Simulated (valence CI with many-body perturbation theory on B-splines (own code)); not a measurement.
## Level structure of Cl10+

Computed by relativistic CI+MBPT: five valence electrons over a frozen Dirac-Fock core [He], radial functions for each j: 11 s, 11 p, 10 d, 8 f, 5 g, 2 h, with the one-electron correlation potential Σ1 (screened to all orders), the two-electron term Σ2, the three-electron term Σ3, Breit, model QED; selected single and double excitations, second order for the rest, scaled by the run's own slope (own B-spline code, finite nucleus).

No measured spectrum was set against this ion. As an estimate, levels of excited configurations hold to 0.05 to 0.15 % of their energy, terms of the ground configuration to about 0.5 %. Among the levels kept, up to 4800 cm⁻¹ of a level comes from second order outside the variational space, and about a tenth of that is noise between levels of different J, which matters for small intervals.

Levels 1 to 45 of 193, with energies above the lowest level, 2s²2p³ ⁴S°_3/2. "Leading %" is the weight of the configuration and term that name the level; weights of strongly mixed levels are sums over their largest components and can fall short. In the jj column 3d3/2^4 stands for four electrons in 3d with j = 3/2. Lifetimes count E1, E2, E3, M1 and M2 decay at the calculated energies, and are blank where another channel may lead or the interval is too uncertain; long ones can be off by a factor of two.

| No. | Configuration | Term | J | E (cm⁻¹) | Leading % | g | Lifetime | Leading jj |
| --- | --- | --- | --- | --- | --- | --- | --- | --- |
| 1 | 2s²2p³ | ⁴S° | 3/2 | 0 | 99 | 1.997 |  | 2s^2 2p1/2 2p3/2^2 (54 %) |
| 2 | 2s²2p³ | ²D° | 3/2 | 89067 | 94 | 0.826 | 24.8 ms | 2s^2 2p1/2 2p3/2^2 (45 %) |
| 3 | 2s²2p³ | ²D° | 5/2 | 91080 | 100 | 1.199 | 945 ms | 2s^2 2p1/2 2p3/2^2 (100 %) |
| 4 | 2s²2p³ | ²P° | 1/2 | 138390 | 98 | 0.664 | 2.61 ms | 2s^2 2p1/2 2p3/2^2 (98 %) |
| 5 | 2s²2p³ | ²P° | 3/2 | 141430 | 92 | 1.309 | 1.08 ms | 2s^2 2p3/2^3 (69 %) |
| 6 | 2s2p⁴ | ⁴P | 5/2 | 412080 | 99 | 1.599 | 179 ps | 2s 2p1/2^2 2p3/2^2 (71 %) |
| 7 | 2s2p⁴ | ⁴P | 3/2 | 421340 | 100 | 1.733 | 167 ps | 2s 2p1/2 2p3/2^3 (87 %) |
| 8 | 2s2p⁴ | ⁴P | 1/2 | 425990 | 99 | 2.667 | 160 ps | 2s 2p3/2^4 (40 %) |
| 9 | 2s2p⁴ | ²D | 3/2 | 567350 | 99 | 0.800 | 63.9 ps | 2s 2p1/2 2p3/2^3 (63 %) |
| 10 | 2s2p⁴ | ²D | 5/2 | 567660 | 99 | 1.200 | 66.7 ps | 2s 2p1/2 2p3/2^3 (70 %) |
| 11 | 2s2p⁴ | ²S | 1/2 | 662430 | 95 | 1.943 | 33.8 ps | 2s 2p1/2^2 2p3/2^2 (71 %) |
| 12 | 2s2p⁴ | ²P | 3/2 | 691620 | 99 | 1.331 | 16.5 ps | 2s 2p1/2^2 2p3/2^2 (50 %) |
| 13 | 2s2p⁴ | ²P | 1/2 | 703640 | 95 | 0.724 | 16.8 ps | 2s 2p1/2 2p3/2^3 (62 %) |
| 14 | 2p⁵ | ²P° | 3/2 | 1078900 | 97 | 1.333 | 25.3 ps | 2p1/2^2 2p3/2^3 (97 %) |
| 15 | 2p⁵ | ²P° | 1/2 | 1093800 | 97 | 0.664 | 24.6 ps | 2p1/2 2p3/2^4 (97 %) |
| 16 | 2s²2p²3s | ⁴P | 1/2 | 2461100 | 95 | 2.636 | 6.44 ps | 2s^2 2p1/2^2 3s (57 %) |
| 17 | 2s²2p²3s | ⁴P | 3/2 | 2467400 | 96 | 1.728 | 6.44 ps | 2s^2 2p1/2 2p3/2 3s (92 %) |
| 18 | 2s²2p²3s | ⁴P | 5/2 | 2475600 | 96 | 1.595 | 6.49 ps | 2s^2 2p3/2^2 3s (54 %) |
| 19 | 2s²2p²3s | ²P | 1/2 | 2489400 | 95 | 0.700 | 2.14 ps | 2s^2 2p1/2 2p3/2 3s (75 %) |
| 20 | 2s²2p²3s | ²P | 3/2 | 2499200 | 93 | 1.321 | 2.15 ps | 2s^2 2p1/2 2p3/2 3s (54 %) |
| 21 | 2s²2p²3s | ²D | 5/2 | 2542500 | 96 | 1.205 | 3.51 ps | 2s^2 2p1/2 2p3/2 3s (54 %) |
| 22 | 2s²2p²3s | ²D | 3/2 | 2543000 | 94 | 0.815 | 3.46 ps | 2s^2 2p3/2^2 3s (49 %) |
| 23 | 2s²2p²3p | ²S° | 1/2 | 2567400 | 86 | 1.927 | 674 ps | 2s^2 2p1/2^2 3p1/2 (26 %) |
| 24 | 2s²2p²3p | ⁴D° | 1/2 | 2576000 | 91 | 0.112 | 698 ps | 2s^2 2p1/2^2 3p1/2 (36 %) |
| 25 | 2s²2p²3p | ⁴D° | 3/2 | 2579100 | 91 | 1.228 | 509 ps | 2s^2 2p1/2 2p3/2 3p1/2 (52 %) |
| 26 | 2s²2p²3p | ⁴D° | 5/2 | 2585000 | 92 | 1.381 | 542 ps | 2s^2 2p1/2 2p3/2 3p3/2 (73 %) |
| 27 | 2s²2p²3p | ⁴P° | 1/2 | 2591400 | 91 | 2.605 | 100 ps | 2s^2 2p1/2 2p3/2 3p3/2 (42 %) |
| 28 | 2s²2p²3p | ⁴P° | 3/2 | 2592000 | 84 | 1.664 | 91.5 ps | 2s^2 2p1/2 2p3/2 3p1/2 (30 %) |
| 29 | 2s²2p²3p | ⁴D° | 7/2 | 2592500 | 96 | 1.425 | 681 ps | 2s^2 2p3/2^2 3p3/2 (54 %) |
| 30 | 2s²2p²3p | ⁴P° | 5/2 | 2596900 | 81 | 1.541 | 107 ps | 2s^2 2p1/2 2p3/2 3p3/2 (37 %) |
| 31 | 2s²2p²3p | ²D° | 3/2 | 2605000 | 92 | 0.848 | 431 ps | 2s^2 2p1/2 2p3/2 3p3/2 (69 %) |
| 32 | 2s²2p²3s | ²S | 1/2 | 2615300 | 93 | 2.000 | 3.70 ps | 2s^2 2p3/2^2 3s (72 %) |
| 33 | 2s²2p²3p | ²D° | 5/2 | 2615800 | 84 | 1.240 | 343 ps | 2s^2 2p3/2^2 3p3/2 (66 %) |
| 34 | 2s²2p²3p | ⁴S° | 3/2 | 2616200 | 80 | 1.980 | 15.3 ps | 2s^2 2p1/2 2p3/2 3p3/2 (29 %) |
| 35 | 2s²2p²3p | ²P° | 3/2 | 2626800 | 94 | 1.336 | 94.4 ps | 2s^2 2p1/2 2p3/2 3p3/2 (41 %) |
| 36 | 2s²2p²3p | ²P° | 1/2 | 2627300 | 93 | 0.686 | 104 ps | 2s^2 2p3/2^2 3p3/2 (52 %) |
| 37 | 2s²2p²3p | ²F° | 5/2 | 2661400 | 95 | 0.867 | 197 ps | 2s^2 2p1/2 2p3/2 3p1/2 (37 %) |
| 38 | 2s²2p²3p | ²F° | 7/2 | 2664300 | 97 | 1.146 | 195 ps | 2s^2 2p1/2 2p3/2 3p3/2 (55 %) |
| 39 | 2s2p³3s | ⁶S° | 5/2 | 2668200 | 99 | 2.000 | 4.12 ns | 2s 2p1/2 2p3/2^2 3s (55 %) |
| 40 | 2s²2p²3p | ²D° | 3/2 | 2685000 | 89 | 0.837 | 96.6 ps | 2s^2 2p1/2 2p3/2 3p1/2 (36 %) |
| 41 | 2s²2p²3p | ²D° | 5/2 | 2685400 | 94 | 1.197 | 110 ps | 2s^2 2p1/2 2p3/2 3p3/2 (55 %) |
| 42 | 2s²2p²3p | ²P° | 1/2 | 2700500 | 97 | 0.665 | 43.9 ps | 2s^2 2p1/2 2p3/2 3p3/2 (80 %) |
| 43 | 2s²2p²3p | ²P° | 3/2 | 2707700 | 90 | 1.309 | 40.2 ps | 2s^2 2p3/2^2 3p3/2 (60 %) |
| 44 | 2s²2p²3d | ⁴F | 3/2 | 2715300 | 92 | 0.441 | 51.8 ps | 2s^2 2p1/2^2 3d3/2 (49 %) |
| 45 | 2s²2p²3d | ⁴F | 5/2 | 2718300 | 90 | 1.053 | 46.6 ps | 2s^2 2p1/2 2p3/2 3d3/2 (51 %) |

The ionisation energy to 2s²2p² ³P0 of the next ion comes out as 529.7 eV (NIST: 530 ± 0.4 eV (semi-empirical)). All 193 levels together are meant to be complete up to 3260700 cm⁻¹.
